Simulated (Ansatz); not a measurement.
Job for Ansatz (a quantum-chemistry and plane-wave program): R-PBE/def2-TZVPP on H4OSi (SMILES O[SiH3]).

Ansatz 0.2 input:
```yaml
crystal:
  periodic: [false, false, false]
  atoms:
    - {symbol: O, position_ang: [1.17125746, -0.39053507, -0.34260946]}
    - {symbol: Si, position_ang: [-0.39869217, 0.01905238, -0.02743567]}
    - {symbol: H, position_ang: [1.86257996, -0.02197308, 0.21204912]}
    - {symbol: H, position_ang: [-0.80630265, -0.38921225, 1.34001267]}
    - {symbol: H, position_ang: [-1.21043251, -0.69873289, -1.02927140]}
    - {symbol: H, position_ang: [-0.61841009, 1.48150090, -0.15274526]}
basis:
  gaussian:
    orbitals: def2-TZVPP
hamiltonian:
  xc: {name: PBE}
scf: {lower_state_search: off}
```

### Question
What total energy does the run end on?

### Answer
-366.9562 hartree.
